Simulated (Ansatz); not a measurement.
Input for Ansatz (a program for electronic structure): R-RI-MP2/def2-QZVPP on CH5FInN (SMILES [CH3][In]([NH2])[F]), a point of a torsion scan. Elements past Kr take the def2 small-core potentials; no spin–orbit coupling. Files ending in .json are basis or fitting sets from the Basis Set Exchange. The run froze 12 orbitals, filled d shells among them.

Ansatz 0.2 input:
```yaml
crystal:
  periodic: [false, false, false]
  atoms:
    - {symbol: C, position_ang: [-1.82461907, -0.33862048, -0.05236825]}
    - {symbol: In, position_ang: [0.30095813, 0.31961734, -0.01574010]}
    - {symbol: N, position_ang: [2.18932706, -0.25449868, -0.63598349]}
    - {symbol: F, position_ang: [0.47623048, 2.19089091, 0.61460265]}
    - {symbol: H, position_ang: [-2.17553129, -0.26680735, -1.07720701]}
    - {symbol: H, position_ang: [-1.89598668, -1.35899277, 0.30893108]}
    - {symbol: H, position_ang: [-2.36521836, 0.34885738, 0.58946260]}
    - {symbol: H, position_ang: [2.83825917, 0.44682203, -0.28517040]}
    - {symbol: H, position_ang: [2.47814456, -1.14477412, -0.24089831]}
basis:
  gaussian:
    orbitals: def2-QZVPP.json
    fitting: {mean_field: def2-universal-JKFIT, correlation: def2-QZVPP-RIFIT.json}
magnetization: {spin_polarized: false}
correlation: {method: mp2, electrons: outside_noble_gas}
scf: {lower_state_search: off}
```

**Question.** Predict the final total energy.

**Answer.** -384.7925 hartree.
